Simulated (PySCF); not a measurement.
**GeO(OH): from structure and modes to constants**

Level of theory: PySCF, UPBE0, basis Ge def2-TZVP, O def2-TZVP, H def2-TZVP (no relativity, density fitting).

The doublet minimum has Cs symmetry. Masses (u): Ge 73.92118, O 15.99492, H 1.00782.

```xyz
4
charge 0 multiplicity 2, angstrom
Ge    0.0569   -0.1432   -0.2453
O     1.3805    0.3611    0.6534
O    -1.5482    0.2536    0.4013
H    -1.4768    0.7362    1.2341
```

Harmonic wavenumbers (cm⁻¹): 184.7 (a', ×1), 384.0 (a'', ×1), 682.8 (a', ×1), 750.8 (a', ×1), 875.5 (a', ×1), 3829.4 (a', ×1).

Task: Find the vibrational entropy and heat capacity at 298.15 K.

Result: With u = 1.43878 ω/T, each mode gives S = R[u/(eᵘ−1) − ln(1−e⁻ᵘ)] and C = R u² eᵘ/(eᵘ−1)².
```csv
ω (cm⁻¹),u,S (J/(mol K)),C (J/(mol K))
184.7,0.891,9.54,7.79
384.0,1.853,4.28,6.29
682.8,3.295,1.37,3.61
750.8,3.623,1.05,3.08
875.5,4.225,0.64,2.24
3829.4,18.480,0.00,0.00
```
The sums over all modes are S = 16.9 and C = 23.0 J/(mol K); the softest mode gives 56 % of the entropy.

Task: Give the standard entropy (298.15 K, 1 bar) by its translational, rotational, vibrational and spin parts, and Cp.

Result: Sackur–Tetrode with M = 106.92 u gives 167.1; rotation with symmetry number 1 gives 97.6; vibration 16.9; spin R ln 2 = 5.8. The total is 287.4 J/(mol K), and Cp = 4 R + 23.0 = 56.3 J/(mol K).

This need not be the most stable arrangement of these atoms.
